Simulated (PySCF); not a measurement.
Species: Sn(NH2)4.
Bonds: Sn1–N2, Sn1–N5, Sn1–N8, Sn1–N11. Hydrogens: H3, H4 on N2; H6, H7 on N5; H9, H10 on N8; H12, H13 on N11.

A GFN2-xTB structure was refined with PBE0-D3(BJ)/def2-SVP geometry optimisation, gas phase, def2 core potentials past Kr in PySCF. Its GFN2-xTB values:

```tsv
coordinate	GFN2-xTB
Sn1–N2	2.024 Å
N2–H3	0.971 Å
N2–H4	0.905 Å
N2–Sn1–N5	109.1°
N2–Sn1–N8	108.3°
```

Q: How do these coordinates change at the PBE0-D3(BJ)/def2-SVP level?

A: 
```
coordinate  PBE0-D3(BJ)/def2-SVP (Å or °)  change
     N2–H4                          1.018  +0.113
     N2–H3                          1.019  +0.048
    Sn1–N2                          2.037  +0.013
 N2–Sn1–N5                          102.2    -6.9
 N2–Sn1–N8                          113.3    +5.0
```

The energy falls by 0.875 eV over 14 energy and gradient evaluations, the largest force component goes from 0.1315 to 3.1e-04 Eh/bohr, and the atoms move by 0.176 Å rms after alignment. The bond that changes most is N2–H4 (ends: nitrogen bonded to Sn and 2 H; hydrogen on nitrogen), which lengthens by 0.113 Å. Bonds longer at the end by more than 0.005 Å: 7 of 12; shorter: 4. Among the dihedrals that turn most is N11–Sn1–N8–H9, from 147° to 174°. Rotational constants go from 2757, 2619, 2586 to 2859, 2546, 2540 MHz.

The run used 122 basis functions and 94 SCF cycles in all. The run took 93 s wall on one thread, AMD EPYC 7B13 (x86_64), shared host with 64 logical CPUs at a one-minute load of 10, and the process peaked at 0.47 GiB of memory.

PBE0-D3(BJ)/def2-SVP frequencies: not computed here.
